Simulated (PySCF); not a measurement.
CH₇FOSi₂, SMILES O[Si@@H](F)C[SiH3].

Coordinates come from a PBE-D3(BJ)/def2-SVP optimisation. The structure was generated by enumeration; whether it is a known compound was not checked. Other conformers were not sampled.

Level of theory: SMD-PBE0/def2-SVP (PySCF).

Solvation free energies are E(SMD) − E(gas) at the gas-phase geometry, for 1 M in both phases. In vacuum the dipole moment is 0.93 D.

Computed solvation free energies in water, acetone, acetonitrile:
```json
[
 {"solvent": "water", "ΔG(solv) (kcal/mol)": "-3.1", "its non-electrostatic (CDS) part": "4.2", "dipole (D)": "1.14"},
 {"solvent": "acetone", "ΔG(solv) (kcal/mol)": "-5.2", "its non-electrostatic (CDS) part": "-0.5", "dipole (D)": "1.05"},
 {"solvent": "acetonitrile", "ΔG(solv) (kcal/mol)": "-4.9", "its non-electrostatic (CDS) part": "0.1", "dipole (D)": "1.06"}
]
```
